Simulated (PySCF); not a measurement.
# Dipole response of Fe¹⁰⁺ (iron, charge +10)

[Ne] 3s2 3p4, high-spin 3P determinant. Computed with PySCF 2.14 in an even-tempered Gaussian basis (19 s from 0.4 bohr⁻², ratio 2.5; 12 p from 0.52 bohr⁻², ratio 2.5; 5 d from 4.4 bohr⁻², ratio 2.7; 4 f from 6.5 bohr⁻², ratio 2.7), with scalar relativity by spin-free X2C-1e. Coupled (time-dependent) response in atomic units; α is the mean over directions.

```json
{"method": "UHF", "mean α (bohr³)": "0.2730", "α xx, yy, zz": "0.3204, 0.1783, 0.3204", "C₆ (like pair)": "0.1623", "S(−4)": "0.06290"}
{"method": "PBE0", "mean α (bohr³)": "0.2700", "α xx, yy, zz": "0.3145, 0.1811, 0.3145", "C₆ (like pair)": "0.1599", "S(−4)": "0.06253"}
```

S(−4) is the Cauchy moment in α(ω) = α(0) + S(−4) ω² + …

α(iu) at UHF:

```json
{"u (hartree)": "0", "α(iu) (bohr³)": "0.2730"}
{"u (hartree)": "0.300", "α(iu) (bohr³)": "0.2675"}
{"u (hartree)": "0.600", "α(iu) (bohr³)": "0.2533"}
{"u (hartree)": "1.20", "α(iu) (bohr³)": "0.2147"}
{"u (hartree)": "1.80", "α(iu) (bohr³)": "0.1787"}
{"u (hartree)": "2.40", "α(iu) (bohr³)": "0.1493"}
{"u (hartree)": "3.00", "α(iu) (bohr³)": "0.1259"}
{"u (hartree)": "4.50", "α(iu) (bohr³)": "0.08669"}
{"u (hartree)": "6.00", "α(iu) (bohr³)": "0.06412"}
{"u (hartree)": "9.00", "α(iu) (bohr³)": "0.04110"}
{"u (hartree)": "15.0", "α(iu) (bohr³)": "0.02341"}
```

For an ion, C₆ is the dispersion term alone; charge-induced terms of lower order in 1/R come first.

The components differ because the open shell of this determinant is not spherical; for a pure term their mean is the scalar polarisability.
